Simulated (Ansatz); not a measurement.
Ideal-gas functions of ClF$_{3}$MoS, SMILES `[F][Mo]([F])([F])(=[S])[Cl]` at 800 K and 1 bar, from an Ansatz frequency run at PBE0-D4/def2-TZVP.

Molar mass 220.45 g/mol, point group Cs (symmetry number 1), electronic degeneracy 1, moments of inertia 268.405, 352.049, 379.493 u Å². Harmonic wavenumbers (cm⁻¹, unscaled): 102, 179, 197, 217, 238, 251, 325, 401, 627, 635, 712, 714.

Use S(trans) = R[1.5 ln M + 2.5 ln T − 1.1517]; rotational temperatures θ = 24.2544 K / I; S(rot) = R[ln(√π/σ · √(T³/θAθBθC)) + 1.5]; for each mode x = 1.438777 ν̃/T, S = R[x/(eˣ − 1) − ln(1 − e⁻ˣ)] and H = RT x/(eˣ − 1); 1 cm⁻¹ = 0.0119627 kJ/mol; R = 8.31446 J/(mol·K).

Question: By hand: the entropy, in J/(mol·K).

Answer: Translation 196.7. Rotation: θ = 0.0904, 0.0689, 0.0639 K, giving 133.1. Vibration, mode by mode: 22.43, 17.77, 16.99, 16.19, 15.43, 15.00, 12.90, 11.21, 7.74, 7.65, 6.80, 6.78, in all 156.9. Electronic 0.0. Sum 486.7 J/(mol·K).

Question: By hand: H − E and G − E in kJ/mol, counted from the electronic energy.

Answer: Zero-point energy ½ × 4598 × 0.0119627 = 27.5; thermal vibration 56.4; translation, rotation and pV give 4 RT = 26.6. H − E = 110.5 kJ/mol, and G − E = 110.5 − 800 × 486.7/1000 = -278.9 kJ/mol.

Vibration gives 32 % of the entropy, 22.4 J/(mol·K) of it from the mode under 150 cm⁻¹: soft modes count most, and the harmonic formula is weakest for them.
